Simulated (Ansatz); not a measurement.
```yaml
atoms:
  - { symbol: C, position_ang: [0.9892, 0.0000, 0.1172] }
  - { symbol: C, position_ang: [0.0000, 0.9892, -0.1172] }
  - { symbol: C, position_ang: [-0.9892, 0.0000, 0.1172] }
  - { symbol: C, position_ang: [0.0000, -0.9892, -0.1172] }
  - { symbol: H, position_ang: [1.2920, 0.0000, 1.0843] }
  - { symbol: H, position_ang: [1.8134, 0.0000, -0.4715] }
  - { symbol: H, position_ang: [0.0000, 1.2920, -1.0843] }
  - { symbol: H, position_ang: [0.0000, 1.8134, 0.4715] }
  - { symbol: H, position_ang: [-1.8134, 0.0000, -0.4715] }
  - { symbol: H, position_ang: [-1.2920, 0.0000, 1.0843] }
  - { symbol: H, position_ang: [0.0000, -1.8134, 0.4715] }
  - { symbol: H, position_ang: [0.0000, -1.2920, -1.0843] }
```

Basis set: cc-pVDZ (spherical functions). Frozen core: 4 orbitals. Charge 0, multiplicity 1.

Computed with Ansatz (development build ahead of 0.2.0); each method stands on the lowest determinant of its kind that the runs found. Restricted open shells among the atoms or ions are ROHF, correlated in semicanonical orbitals with singles.

(1) Give the atomization energy at this shape (free ground-state atoms in the same class of orbitals less the molecule, no zero-point energy) of singlet C₄H₈ by RHF-MP2, RHF.

Results:

(1)

```json
{"method": "RHF-MP2", "atomization energy": "44.46 eV"}
{"method": "RHF", "atomization energy": "35.37 eV"}
```

Caution: no unrestricted run beside it, a lower state can exist; the shape is not the minimum.
